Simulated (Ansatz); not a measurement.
Abridged output of a molecular run in Ansatz:

```
Functional definition: HF
871 factors; integrals over basis functions are off by at most 1.6e-3 eV
mean field evaluation 1: about -65931.7441 eV, gradient 3.8e1 eV
mean field evaluation 2: about -65931.7932 eV, gradient 3.8e1 eV
mean field evaluation 4: about -65934.9451 eV, gradient 3.0e0 eV
mean field evaluation 8: about -65934.9813 eV, gradient 1.8e-1 eV
mean field evaluation 16: about -65934.9154 eV, gradient 6.6e-1 eV
mean field -65934.98151543 eV, -2423.0658783563 hartree, gradient 9.2e-6 eV, S^2 0.000000; 0 other end points of the search recorded, 0 dependent functions left out
12 core orbitals not correlated: weight in the atoms' cores, before any rotation towards them, 1.000 or more for the frozen orbitals, at most 0.000 for the correlated occupied ones
reference -65934.98151543 eV, -2423.0658783563 hartree; 17, 17 occupied and 60, 60 virtual orbitals, 871 factors
second order -19.82286472 eV of doubles, -0.00000000 eV of singles
cycle   1  -19.66872810 eV  change    1.5e-1 eV  update   1.1e-1
cycle   2  -20.24462863 eV  change   -5.8e-1 eV  update   3.2e-2
cycle   3  -20.37329643 eV  change   -1.3e-1 eV  update   1.7e-2
cycle   4  -20.35865053 eV  change    1.5e-2 eV  update   4.3e-3
cycle   5  -20.35940086 eV  change   -7.5e-4 eV  update   2.4e-3
cycle   6  -20.36062740 eV  change   -1.2e-3 eV  update   7.7e-4
cycle   7  -20.36008743 eV  change    5.4e-4 eV  update   3.4e-4
cycle   8  -20.35999322 eV  change    9.4e-5 eV  update   1.1e-4
cycle   9  -20.36004603 eV  change   -5.3e-5 eV  update   4.7e-5
cycle  10  -20.36003367 eV  change    1.2e-5 eV  update   1.5e-5
perturbative correction -0.58804119 eV, -0.0216101152 hartree
Total energy: -65955.92959029 eV, -2423.8357059084 hartree
```

Its atoms:

Z-matrix (Å, degrees):
```
C
As 1 2.291
O 1 1.420 2 52.1
O 1 1.420 2 52.1 3 -161.6
H 1 1.095 2 137.1 3 -80.8
H 1 1.102 2 112.1 3 99.2
H 2 1.557 1 90.5 3 -99.2
```

**Question.** Which basis set was used?
A. cc-pV(T+d)Z
B. def2-SVP
C. cc-pV(Q+d)Z
D. def2-TZVPP

**Answer.** B. It gives 89 functions.

**Question.** Write the keys of the input that set method, charge and spin (a neutral closed shell needs none for the last two).

**Answer.** 
```yaml
correlation: {method: ccsd_t}
```
